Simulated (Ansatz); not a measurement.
[Sb7]3- (Sb7³⁻). Charge -3, multiplicity 1. Geometry r2SCAN-D4/def2-SVPD.

```xyz
7

Sb   -0.227    1.430   -1.684
Sb   -2.440   -0.276   -1.154
Sb   -1.409   -1.680    0.987
Sb    1.520   -1.797    0.493
Sb    1.898   -0.450   -1.886
Sb    0.407    0.222    2.358
Sb    0.252    2.552    0.886
```

In the def2 sets Sb takes a core potential; there is no spin–orbit coupling. A multiply charged anion in the gas phase is held together partly by the finite basis. At PBE-D4/def2-SVP, PBE-D4/def2-SVPD, r2SCAN-D4/def2-SVP, B97M-V/def2-SVP and others the highest occupied level of the charge -3 singlet lies above zero (up to 6.81 eV). The electron is either unbound and held by the finite basis, or the level is raised by self-interaction error.

(1) Estimate the orbital energies around the gap (eV) in Ansatz with PBE-D4/def2-SVP, PBE-D4/def2-SVPD, r2SCAN-D4/def2-SVP, B97M-V/def2-SVP, BHLYP-D4/def2-SVP.

Answers

(1) 
```tsv
orbital	PBE-D4/def2-SVP	PBE-D4/def2-SVPD	r2SCAN-D4/def2-SVP	B97M-V/def2-SVP	BHLYP-D4/def2-SVP
HOMO−5	5.42	4.68	5.15	5.35	4.03
HOMO−4	5.43	4.68	5.15	5.35	4.03
HOMO−3	5.74	4.98	5.47	5.63	4.31
HOMO−2	6.72	5.93	6.51	6.69	5.47
HOMO−1	6.73	5.93	6.52	6.69	5.49
HOMO	6.81	6.03	6.57	6.76	5.49
LUMO	8.51	7.60	8.56	8.83	9.87
LUMO+1	8.65	7.62	8.66	8.87	9.88
LUMO+2	8.66	7.63	8.67	8.88	9.93
LUMO+3	8.88	7.95	8.82	9.03	9.98
LUMO+4	9.17	8.07	9.27	9.45	10.59
LUMO+5	9.30	8.15	9.40	9.61	10.73
```
